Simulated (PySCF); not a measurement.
**SiF₄: PBE0 against B3LYP**

Base calculation in PySCF with density fitting and no spin–orbit coupling, PBE0/def2-TZVP (no relativity): singlet, Td, Si–F 1.562 Å (×4); wavenumbers 262 (×2), 386 (×3), 796, 1036 (×3) cm⁻¹; gap between the highest occupied and lowest empty levels 13.30 eV, polar-tensor charge of Si 2.37 e, atomisation energy (no zero-point energy) 2317 kJ/mol.

Problem. What changes on going to B3LYP/def2-TZVP (no relativity)?

Solution. The point group stays the same. Changes: mean bond to Si +0.005 Å, highest wavenumber -15 cm⁻¹, lowest wavenumber 0 cm⁻¹, gap between the highest occupied and lowest empty levels -0.80 eV, polar-tensor charge of Si 0.00 e, atomisation energy (no zero-point energy) +6 kJ/mol. The new structure has Si–F 1.567 Å (×4), with wavenumbers 262 (×2), 385 (×3), 785, 1021 (×3) cm⁻¹.

Only the bonding shown was studied: isomers, or loss of a ligand pair, can lie lower.
